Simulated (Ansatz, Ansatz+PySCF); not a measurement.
```xyz
5

C    -0.0366   -0.0069   -1.4778
Br    0.0159   -0.0073    0.4652
H     0.0436   -1.0312   -1.8350
H    -0.9093    0.5425   -1.9016
H     0.9495    0.5190   -1.8662
```

Basis set: def2-SVP (spherical functions). Correlated methods keep 10 orbitals frozen. Charge 0, multiplicity 1.

Computed with Ansatz (development build ahead of 0.2.0); each method stands on the lowest determinant of its kind that the runs found. Restricted open shells among the atoms or ions are ROHF, correlated in semicanonical orbitals with singles. Restricted functionals stand beside restricted open-shell atoms, which can lie above the unrestricted atoms usual in DFT and then raise those values.

Q: Give the atomization energy at this shape (free ground-state atoms in the same class of orbitals less the molecule, no zero-point energy) of singlet CH3Br by ωB97X (restricted), ωB97X (unrestricted), r²SCAN (unrestricted), r²SCAN (restricted), PBE0 (restricted), PBE0 (unrestricted), PBE (restricted), PBE (unrestricted), RHF-CCSD(T), RHF-MP2, RHF, UHF.

A:

| method | atomization energy |
| --- | --- |
| ωB97X (restricted) | 16.48 eV |
| ωB97X (unrestricted) | 16.38 eV |
| r²SCAN (unrestricted) | 16.52 eV |
| r²SCAN (restricted) | 16.64 eV |
| PBE0 (restricted) | 16.59 eV |
| PBE0 (unrestricted) | 16.51 eV |
| PBE (restricted) | 16.79 eV |
| PBE (unrestricted) | 16.74 eV |
| RHF-CCSD(T) | 15.66 eV |
| RHF-MP2 | 15.66 eV |
| RHF | 12.47 eV |
| UHF | 12.26 eV |

Caution: the shape is not the minimum.
